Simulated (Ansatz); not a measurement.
Relaxation of CH$_{10}$O$_{2}$Si$_{3}$ (16 atoms, charge 0, multiplicity 1), to a largest force component of 0.02 eV/Å in at most 40 steps.

Method: RKS PBE-D4/STO-3G (Ansatz).

```xyz
16
Properties=species:S:1:pos:R:3:forces:R:3
Si 0.000 0.000 0.000 -0.77 -0.97 -0.14
O 0.000 0.000 1.680 2.48 0.60 1.05
C -1.111 -0.344 2.494 -0.40 -0.01 -1.01
H -1.814 -0.978 1.914 -0.70 -0.31 0.40
H -0.758 -0.904 3.386 -0.03 -0.13 0.30
H -1.631 0.581 2.821 -0.50 0.14 0.38
Si 2.094 0.000 -0.739 0.75 0.39 0.23
H 2.551 -1.376 -0.908 0.02 0.16 -0.02
H 2.157 0.694 -2.022 0.09 -0.11 0.09
H 2.951 0.682 0.226 0.15 -0.09 -0.22
O -0.791 1.371 -0.559 0.39 2.03 -0.51
H -1.749 1.140 -0.782 -0.76 -0.44 0.01
Si -1.046 -1.812 -0.739 -0.36 -0.79 -0.30
H -1.703 -2.485 0.377 -0.07 -0.18 -0.29
H -2.045 -1.427 -1.731 -0.03 -0.23 0.04
H -0.078 -2.717 -1.351 -0.25 -0.07 0.00
```

Where does it end, and by what steps?

It converged. The force dipped under the threshold on the way, but the program's further checks kept it going. Limits of this set-up: minimal basis. After 24 steps the energy has fallen by 0.587 eV; H16 moved furthest, 1.17 Å.

```json
{"step": "0", "energy less start (eV)": "0.0000", "largest force component (eV/Å)": "2.484", "accepted": "yes"}
{"step": "1", "energy less start (eV)": "-0.3965", "largest force component (eV/Å)": "0.890", "accepted": "yes"}
{"step": "2", "energy less start (eV)": "-0.4743", "largest force component (eV/Å)": "0.465", "accepted": "yes"}
{"step": "3", "energy less start (eV)": "-0.5230", "largest force component (eV/Å)": "0.212", "accepted": "yes"}
{"step": "4", "energy less start (eV)": "-0.5443", "largest force component (eV/Å)": "0.268", "accepted": "yes"}
{"step": "5", "energy less start (eV)": "-0.5510", "largest force component (eV/Å)": "0.409", "accepted": "yes"}
{"step": "6", "energy less start (eV)": "-0.5642", "largest force component (eV/Å)": "0.061", "accepted": "yes"}
{"step": "7", "energy less start (eV)": "-0.5672", "largest force component (eV/Å)": "0.024", "accepted": "yes"}
{"step": "8", "energy less start (eV)": "-0.5650", "largest force component (eV/Å)": "0.256", "accepted": "no"}
{"step": "9", "energy less start (eV)": "-0.5701", "largest force component (eV/Å)": "0.019", "accepted": "yes"}
{"step": "10", "energy less start (eV)": "-0.5720", "largest force component (eV/Å)": "0.096", "accepted": "yes"}
{"step": "11", "energy less start (eV)": "-0.5718", "largest force component (eV/Å)": "0.171", "accepted": "no"}
{"step": "12", "energy less start (eV)": "-0.5742", "largest force component (eV/Å)": "0.042", "accepted": "yes"}
{"step": "13", "energy less start (eV)": "-0.5765", "largest force component (eV/Å)": "0.040", "accepted": "yes"}
{"step": "14", "energy less start (eV)": "-0.5786", "largest force component (eV/Å)": "0.092", "accepted": "yes"}
{"step": "15", "energy less start (eV)": "-0.5789", "largest force component (eV/Å)": "0.162", "accepted": "yes"}
{"step": "16", "energy less start (eV)": "-0.5816", "largest force component (eV/Å)": "0.099", "accepted": "yes"}
{"step": "17", "energy less start (eV)": "-0.5834", "largest force component (eV/Å)": "0.028", "accepted": "yes"}
{"step": "18", "energy less start (eV)": "-0.5844", "largest force component (eV/Å)": "0.043", "accepted": "yes"}
{"step": "19", "energy less start (eV)": "-0.5849", "largest force component (eV/Å)": "0.119", "accepted": "yes"}
{"step": "20", "energy less start (eV)": "-0.5857", "largest force component (eV/Å)": "0.048", "accepted": "yes"}
{"step": "21", "energy less start (eV)": "-0.5863", "largest force component (eV/Å)": "0.025", "accepted": "yes"}
{"step": "22", "energy less start (eV)": "-0.5865", "largest force component (eV/Å)": "0.036", "accepted": "yes"}
{"step": "23", "energy less start (eV)": "-0.5867", "largest force component (eV/Å)": "0.028", "accepted": "yes"}
{"step": "24", "energy less start (eV)": "-0.5867", "largest force component (eV/Å)": "0.011", "accepted": "yes"}
```

```xyz
16
Properties=species:S:1:pos:R:3
Si 0.058 -0.102 0.015
O 0.150 -0.188 1.766
C -1.191 -0.283 2.352
H -1.782 -1.167 1.993
H -1.067 -0.394 3.454
H -1.827 0.626 2.185
Si 2.224 -0.031 -0.643
H 2.892 -1.288 -0.336
H 2.311 0.171 -2.082
H 2.957 1.042 0.010
O -0.631 1.422 -0.468
H -1.643 1.295 -0.294
Si -1.148 -1.863 -0.818
H -0.986 -3.069 -0.017
H -2.574 -1.566 -0.879
H -0.717 -2.179 -2.173
```

The run took 110 s on 1 thread of Arm Neoverse V2, on a shared host, peak memory 0.1 GiB.
